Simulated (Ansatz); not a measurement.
Input for Ansatz (an electronic-structure program): U-PBE/cc-pV(T+d)Z on CH6AlN (SMILES C[NH][AlH2]), a point of a bond scan (R = 2.761 Å). Files ending in .json are basis or fitting sets from the Basis Set Exchange.

Ansatz 0.2 input:
```yaml
crystal:
  periodic: [false, false, false]
  atoms:
    - {symbol: Al, position_ang: [-0.09554821, 0.21230625, 1.21055513]}
    - {symbol: H, position_ang: [-2.16795699, 1.12394499, 2.79059116]}
    - {symbol: H, position_ang: [1.33950148, -0.17605091, 1.73948491]}
    - {symbol: N, position_ang: [-0.40101281, 0.05181869, -0.52668088]}
    - {symbol: C, position_ang: [0.50358135, -0.39974265, -1.57473334]}
    - {symbol: H, position_ang: [-1.31058521, 0.29300099, -0.89512944]}
    - {symbol: H, position_ang: [0.67412933, 0.37093819, -2.33410790]}
    - {symbol: H, position_ang: [0.13147088, -1.29475018, -2.08481235]}
    - {symbol: H, position_ang: [1.47299368, -0.65063692, -1.14091851]}
basis:
  gaussian:
    orbitals: cc-pV_T+d_Z.json
hamiltonian:
  xc: {name: PBE}
magnetization: {spin_polarized: true, initial_magnetization: 0}
```

Program output:

```
WARN ansatz: RAYON_NUM_THREADS=1 ignored (pool sized by the plan → 1); use --threads N
Functional definition: PBE
integrals: 0.08 GiB planned
985 factors; their error is unknown
mean field: 0.80 GiB planned
mean field evaluation 1: about -9200.8014 eV, gradient 5.3e1 eV
mean field evaluation 2: about -9127.5558 eV, gradient 1.1e2 eV
mean field evaluation 4: about -9210.9348 eV, gradient 1.6e1 eV
mean field evaluation 8: about -9213.5146 eV, gradient 1.7e-1 eV
mean field evaluation 16: about -9213.4980 eV, gradient 9.0e-4 eV
mean field -9213.49801184 eV, -338.5898068017 hartree, gradient 2.0e-5 eV, S^2 0.000000; 1 other end points of the search recorded, 0 dependent functions left out
reference -9213.49805883 eV, -338.5898085286 hartree; 16, 16 occupied and 167, 167 virtual orbitals, 985 factors
Total energy: -9213.49805883 eV, -338.5898085286 hartree
```

The calculation finished and met its thresholds.

Cost: roughly 5 core-seconds.
